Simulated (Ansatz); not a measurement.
The molecule NaS+, multiplicity 3 (lowest of 2S+1 = 1, 3, 5 at CCSD(T)/def2-TZVPP on PBE0 minima; our sources give no spin for the ground state, which may be another).

Seven points along R, fitted to fifth degree in 1/R; most abundant isotopes. In def2 and cc sets the state is the lowest found near the PBE0 minimum, followed along R.

Correlated levels freeze the inner cores; with def2 sets outer-core shells near the valence are correlated too.

Run with Ansatz (a first-principles code). Each number belongs to the level named beside it.

Energies at CCSD(T)/def2-TZVPP:

```csv
R (Å),E (hartree)
2.656742,-559.49967017
2.728160,-559.50070138
2.793864,-559.50123833
2.868139,-559.50147709
2.942413,-559.50141581
3.028115,-559.50106777
3.128100,-559.50039624
```

Question: With a reduced mass of 13.3735 u, find the minimum, the force constant and the constants.

Answer: A fifth-degree polynomial in 1/R puts the minimum at r_e = 2.8874 Å with force constant 21.9 N/m. Then ω_e = (1/2πc)√(k/μ) = 167 cm⁻¹ and B_e = h/(8π²cμr_e²) = 0.1512 cm⁻¹; the cubic and quartic terms give α_e = 0.0022 and ω_e x_e = 1.8 cm⁻¹.
